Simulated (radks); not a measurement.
The numbers below are computed, except where a source is named.
The mean radii <r> (bohr) of the occupied orbitals of an atom or ion are listed with their occupations. Level of theory: scalar-relativistic Kohn-Sham, PBEsol, spin-unpolarised, spherical densities, finite nucleus; Fermi nuclear charge, rms radius of each element as measured or else 0.836 A^(1/3) + 0.57 fm (a radial shooting solver on a logarithmic mesh with Libxc functionals).

orbital  occ.      <r>
1s          2  0.01804
2s          2  0.07624
2p          6  0.06835
3s          2   0.1975
3p          6   0.1979
3d         10   0.1793
4s          2   0.4407
4p          6   0.4687
4d         10   0.5001
5s          2    1.036
5p          6    1.208
4f         14   0.5806
5d          5    1.850
6s          1    2.851

Name the element and its charge.

Answer. Z = 75, rhenium, charge +1: Re+ in [Xe] 4f14 5d5 6s1. The 1s radius gives Z: for a bare nucleus <r> = (2 gamma + 1)/(2Z) with gamma = sqrt(1 - (Z/c)^2), 0.01783 bohr for Z = 75, and screening makes it slightly larger (0.01804 here). The occupations add up to 74, and the charge is Z minus that.
